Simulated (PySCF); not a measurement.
## Radial density of Zn²⁺ (zinc, charge +2)

UHF, [Ar] 3d10, closed-shell 1S. Computed with PySCF 2.14 in def2-TZVP (6s5p4d1f, 48 functions), with the non-relativistic Hamiltonian (point nucleus).

```json
{"r (bohr)": "0.000711", "4πr²ρ (e/bohr)": "0.1120"}
{"r (bohr)": "0.00120", "4πr²ρ (e/bohr)": "0.3088"}
{"r (bohr)": "0.00201", "4πr²ρ (e/bohr)": "0.8299"}
{"r (bohr)": "0.00338", "4πr²ρ (e/bohr)": "2.165"}
{"r (bohr)": "0.00569", "4πr²ρ (e/bohr)": "5.331"}
{"r (bohr)": "0.00957", "4πr²ρ (e/bohr)": "11.97"}
{"r (bohr)": "0.0161", "4πr²ρ (e/bohr)": "22.95"}
{"r (bohr)": "0.0271", "4πr²ρ (e/bohr)": "34.08"}
{"r (bohr)": "0.0455", "4πr²ρ (e/bohr)": "34.84"}
{"r (bohr)": "0.0766", "4πr²ρ (e/bohr)": "28.94"}
{"r (bohr)": "0.129", "4πr²ρ (e/bohr)": "38.59"}
{"r (bohr)": "0.217", "4πr²ρ (e/bohr)": "35.29"}
{"r (bohr)": "0.365", "4πr²ρ (e/bohr)": "19.25"}
{"r (bohr)": "0.613", "4πr²ρ (e/bohr)": "24.63"}
{"r (bohr)": "1.03", "4πr²ρ (e/bohr)": "10.70"}
{"r (bohr)": "1.74", "4πr²ρ (e/bohr)": "1.489"}
{"r (bohr)": "2.92", "4πr²ρ (e/bohr)": "0.08272"}
{"r (bohr)": "4.91", "4πr²ρ (e/bohr)": "2.636e-05"}
```
